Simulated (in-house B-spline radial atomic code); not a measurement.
RPA and G0W0 on Hartree-Fock: Ru IX (Ru8+)

Configuration [Ar] 3d10 4s2 4p6, mean-field start Hartree-Fock. Computed with an all-electron radial atomic-structure program (B-spline basis): all electrons, scalar-relativistic (spin-free one-electron X2C), finite nucleus, each spin shell either full or empty, empty states to l = 9 with an (l + 1/2)⁻⁴ tail; G0W0 by contour deformation at full frequency.

Command:
```bash
python run_gw.py task.json out
```
Settings (radii: box in bohr, nucleus in fm):
```
Z                        44
electrons                36
configuration            [Ar] 3d10 4s2 4p6
hamiltonian              x2c
method                   hf
lmax                     9
rms_radius               4.4809
spin_polarised           False
box_radius               7.7
intervals                66
```

Cost of the run: 3.4 s on 1 thread of Arm Neoverse N1, on a shared host.

Energies (hartree):

```csv
term,value
mean-field total,-4512.21777
Hartree-Fock functional on these orbitals,-4512.21777
direct second order,-2.8622
second-order exchange,0.8251
SOSEX correction,0.78386
```

**Question.** What is the RPA correlation energy, and what remains with SOSEX?

**Answer.** RPA gives -2.6152 hartree (-1.98 eV per electron); RPA + SOSEX gives -1.8313, and the second-order doubles (MP2) -2.0371 hartree. RPA lacks exchange-type terms and so overcorrelates at short range.

Quasi-particle levels (eV):

| level | occupied | mean field | Σx - vxc | Σc | QP weight | G0W0 |
| --- | --- | --- | --- | --- | --- | --- |
| 4p | yes | -179.35 | 0.00 | ? | ? | ? |
| 4s | yes | -218.70 | 0.00 | 3.78 | 0.914 | -214.92 |
| 4d | no | -109.26 | 0.00 | -2.10 | 0.982 | -111.37 |

G0W0 = mean field + (Σx - vxc) + Σc, with Σc (partial-wave tail included) taken at the quasi-particle energy. Only the outer levels were computed. Levels of low weight are left out.

**Question.** Where does G0W0 put 4p?

**Answer.** At -180.34 eV, with Σc = -0.99 eV and a quasi-particle weight of 0.977. The tabulated removal energy is 178.41 ± 0.05 eV (NIST, semi-empirical); the calculation leaves out spin-orbit coupling, Breit and QED terms, and what these don't explain is the method's own error.
